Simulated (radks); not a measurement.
Task: All-electron atom: Ar15+ in [He] 2s1. Calculated with a radial shooting solver on a logarithmic mesh with Libxc functionals: scalar-relativistic Kohn-Sham, r2SCAN, spin-polarised, spherical densities, finite nucleus; open shells are filled with parallel spins first; meta-GGA in the generalised Kohn-Sham scheme; Fermi nuclear charge, rms radius 3.4274 fm. Some entries of the table are withheld. Estimate them.

orbital  occ.  eigenvalue (hartree)  <r> (bohr)  r(max) (bohr)
1s up       1             -144.5458         (1)        0.05586
1s down     1             -144.3956         (2)        0.05591
2s up       1             -32.90015      0.3564         0.3082
2p up       0             -31.42756         (3)         0.2468
3s up       0             -13.27139      0.8125         0.7748

Result: 
(1) 1s up <r> (bohr): 0.08481
(2) 1s down <r> (bohr): 0.08484
(3) 2p up <r> (bohr): 0.3080
